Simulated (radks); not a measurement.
Valence configurations of Dy III (all share [Xe]). All-electron calculation, scalar-relativistic Kohn-Sham, PBE, spin-unpolarised, spherical densities, point nucleus. Program: a radial shooting solver on a logarithmic mesh with Libxc functionals. Energies are relative to 4f10; eigenvalues in eV.

4f10: E (eV) 0.000; e(4f) -17.076
4f9.5 6s0.5: E (eV) 2.042; e(4f) -21.275; e(6s) -15.597
4f9.5 6p0.5: E (eV) 4.288; e(4f) -21.918; e(6p) -11.487
4f9 5d0.5 6s0.5: E (eV) 5.690; e(4f) -24.534; e(5d) -16.047; e(6s) -16.003
4f9 5d1: E (eV) 5.745; e(4f) -23.239; e(5d) -15.176
4f9 6s1: E (eV) 5.793; e(4f) -25.885; e(6s) -16.591
4f9 6p1: E (eV) 10.554; e(4f) -27.155; e(6p) -12.542
4f8 6s1 6p1: E (eV) 24.486; e(4f) -37.352; e(6p) -13.864; e(6s) -19.219
4f8 6p2: E (eV) 29.860; e(4f) -38.560; e(6p) -14.430

NIST lists [Xe] 4f10 as the ground configuration; this level of theory agrees among the configurations tried. The energies are those of spherical spin-averaged densities, not of single terms.
